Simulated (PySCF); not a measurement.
Molecule: `CCCC(C)(F)F`, C₅H₁₀F₂.

Cartesian coordinates in Å; atom numbers follow the order of the lines, from 1:
```xyz
17

C     2.552   -0.093    0.335
C     1.166   -0.704    0.486
C     0.070    0.320    0.187
C    -1.328   -0.271    0.338
C    -2.457    0.700    0.034
F    -1.488   -0.760    1.607
F    -1.456   -1.371   -0.467
H     2.679    0.743    1.020
H     3.316   -0.834    0.552
H     2.703    0.269   -0.680
H     1.060   -1.550   -0.197
H     1.037   -1.077    1.504
H     0.172    0.688   -0.836
H     0.153    1.166    0.871
H    -2.378    1.038   -0.995
H    -3.410    0.197    0.175
H    -2.398    1.550    0.706
```

Frames of a GFN2-xTB Langevin trajectory at 300 K; GIAO PBE0/pcSseg-1 shieldings in PySCF 2.14, gas phase, non-relativistic; equivalent atoms averaged within each frame.

Referencing at the same level of theory: ¹³C (186.93 ppm) and ¹H (31.72 ppm) against TMS; ¹⁹F (170.95 ppm) against CFCl3. The references are static minima.

**Question.** How do the shifts (ppm) fluctuate along the trajectory?

**Answer.** 
```
         time (fs)     C4    C3    C5    C2    C1   F6/F7  H15/H16/H17  H13/H14  H11/H12  H8/H9/H10
               250  134.9  48.2  27.2  17.3  16.0  -106.0         1.93     1.76     1.29       1.14
               425  136.1  50.9  28.9  16.5  16.8   -94.5         2.31     1.36     1.23       1.16
               625  130.8  46.2  27.4  13.2  18.5  -117.9         2.25     2.15     1.43       1.49
               800  139.6  39.6  29.8  13.4  12.4   -96.3         1.57     1.21     1.04       0.98
              1000  134.1  36.5  35.5  17.9  23.6  -111.9         2.39     0.84     1.80       2.25
    mean of frames  135.1  44.3  29.7  15.7  17.5  -105.3         2.09     1.47     1.36       1.40
standard deviation    3.2   6.0   3.4   2.2   4.1    10.0         0.34     0.50     0.28       0.51
```

5 frames give an uncertainty of the mean of about the standard deviation over 2.2 at best, since frames this close in time may not be independent; classical motion lacks zero-point vibration, and the reference would need the same averaging.
